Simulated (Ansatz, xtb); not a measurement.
**Two isomers of C4H4FNO2**

Structure I is `COc1coc(F)n1`, a singlet and structure II is `COc1nc(F)co1`, a singlet. Both are isolated molecules in the gas phase, relaxed with B3LYP/def2-SVP; the shapes shown needn't be the lowest conformers.

I (Å):

```xyz
12

C     3.0956   -1.3346   -0.6763
C     0.9579   -0.4484   -0.2295
C    -0.3969   -0.2769   -0.3024
C     0.4676    1.0931    1.0964
F     0.4489    2.0577    1.9747
N     1.4991    0.4461    0.6799
O     1.6927   -1.3302   -0.9106
O    -0.7028    0.7501    0.5841
H     3.5082   -2.1198   -1.3227
H     3.3259   -1.5590    0.3775
H     3.5485   -0.3634   -0.9328
H    -1.2105   -0.7304   -0.8551
```

II (Å):

```xyz
12

C    -0.3561   -0.1992   -1.0754
C     1.0840    0.5649    0.5889
C     0.8996    1.8092    2.2546
C     2.1972    1.4090    2.2302
F     0.3142    2.6060    3.1283
N     0.1900    1.2744    1.2130
O     0.9489   -0.1701   -0.4960
O     2.3104    0.5839    1.1217
H    -0.6728    0.8131   -1.3701
H    -1.0892   -0.6042   -0.3610
H    -0.2814   -0.8482   -1.9560
H     3.0798    1.5804    2.8347
```

Q: Which of the two would you expect CCSD(T)/def2-SVP + ΔMP2/def2-TZVPP electronic energies to favour?

A: Structure II; the calculation gives E(II) − E(I) = −0.165 eV.

Level by level:

```csv
level,geometry,E(II) − E(I) (eV),departure from the last row (eV),"job, with rough time for the two"
GFN2-xTB,GFN2-xTB,−0.124,+0.041,"optimisation, 0.21 s"
HF/STO-3G,GFN2-xTB,−0.091,+0.074,"single point, 0.78 s"
r2SCAN-D4/def2-SVP,GFN2-xTB,−0.146,+0.019,"single point, 6.9 s"
B3LYP/def2-SVP,B3LYP/def2-SVP,−0.143,+0.022,"optimisation, 42 s"
HF/def2-SVP,B3LYP/def2-SVP,−0.183,−0.018,part of the CCSD(T) run
MP2/def2-SVP,B3LYP/def2-SVP,−0.129,+0.036,part of the CCSD(T) run
CCSD(T)/def2-SVP,B3LYP/def2-SVP,−0.134,+0.031,single point
CCSD(T)/def2-SVP + ΔMP2/def2-TZVPP,B3LYP/def2-SVP,−0.165,,"single point, 2.3 min"
```

As drawn, both hold the same kinds of bond in the same numbers.

The levels shown agree on the order. The largest departure from CCSD(T)/def2-SVP + ΔMP2/def2-TZVPP is that of HF/STO-3G, 0.074 eV. The last row adds to CCSD(T) the change of the MP2 difference between the two basis sets, here −0.031 eV.

With thermal terms from frequencies at re-optimised GFN2-xTB minima (ideal gas, soft modes damped towards free rotors, one conformer each, 298.15 K, 1 atm): on the last row, ΔE + ΔZPE = −0.162, ΔH = −0.162, ΔG = −0.163 eV.

The correlated steps freeze 8 core orbitals. Programs: Ansatz 0.2.0, xtb 6.7.1; the last row on 2 threads of Arm Neoverse V2 on a shared host.
